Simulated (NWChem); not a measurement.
# C$_{2}$H$_{8}$Si; SMILES C[SiH2]C

Computed with NWChem. Geometry: optimised at PBE0/def2-SVP. Total energies compare along this basis series because the functional is fixed.

```tsv
level	basis functions	energy (Ha)	highest occupied level (eV)	orbital gap (eV)	dipole (D)
PBE/STO-3G	27	-365.9548	-5.76	12.95	0.25
PBE/def2-SVP	86	-370.0994	-7.45	8.22	0.83
PBE/def2-SVPD	128	-370.1064	-7.53	[?]	0.80
PBE/def2-TZVP	147	-370.2933	-7.49	7.76	0.83
PBE/def2-TZVPD	189	-370.2938	-7.51	7.19	0.81
PBE/def2-TZVPP	216	-370.2959	-7.50	7.76	0.82
```

What belongs in the gaps?


- PBE/def2-SVPD, orbital gap (eV): 7.46
